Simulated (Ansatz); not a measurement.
Frontier orbitals of C3H8SSi, SMILES `C[SiH2]CC=S`.

Charge 0, multiplicity 1. All single points use the PBE0-D4/def2-TZVP geometry. It is one conformer, not always the lowest. Basis def2-TZVPP, the Gaussian-basis code of Ansatz.

```json
{"functional": "LDA (SPW92)", "HOMO (eV)": "-5.22", "LUMO (eV)": "-3.10", "gap (eV)": "2.12"}
{"functional": "PBE", "HOMO (eV)": "-5.10", "LUMO (eV)": "-2.91", "gap (eV)": "2.19"}
{"functional": "PBE0", "HOMO (eV)": "-6.33", "LUMO (eV)": "-2.01", "gap (eV)": "4.32"}
{"functional": "BHLYP", "HOMO (eV)": "-7.43", "LUMO (eV)": "-0.95", "gap (eV)": "6.48"}
{"functional": "CAM-B3LYP", "HOMO (eV)": "-7.68", "LUMO (eV)": "-0.87", "gap (eV)": "6.81"}
{"functional": "ωB97M-V", "HOMO (eV)": "-8.56", "LUMO (eV)": "0.09", "gap (eV)": "8.65"}
```

Against PBE, PBE0 changes HOMO and LUMO by −1.23 and +0.90 eV, ωB97M-V by −3.46 and +3.00 eV. A gap of 2.20 eV thus becomes 8.66 eV for the same molecule, so an orbital gap means little without its functional. A positive LUMO is unbound and depends on the basis.
